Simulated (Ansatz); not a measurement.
Basis-set series for CH₆BGa (`C[BH][GaH2]`). The species carries charge 0 and has multiplicity 1. All single points use the PBE0-D4/def2-TZVP geometry.

```csv
functional,basis,functions,energy (Eh),HOMO (eV),LUMO (eV)
PBE0-D4,def2-TZVPP,194,-1991.05285,-7.13,-1.59
PBE0-D4,def2-QZVPP,383,-1991.10057,-7.14,-1.61
ωB97M-V,def2-TZVPP,194,-1991.23665,-9.27,0.17
ωB97M-V,def2-QZVPP,383,-1991.28328,-9.28,0.01
```

**Question.** Give the rows for def2-SVP. (Best estimate.)

**Answer.** Ansatz gave: 
| functional | basis | functions | energy (Eh) | HOMO (eV) | LUMO (eV) |
| --- | --- | --- | --- | --- | --- |
| PBE0-D4 | def2-SVP | 90 | -1990.73422 | -7.11 | -1.53 |
| ωB97M-V | def2-SVP | 90 | -1990.91281 | -9.21 | 0.27 |

Positive LUMOs are unbound and depend on the basis. Scalar relativity is left out up to krypton.
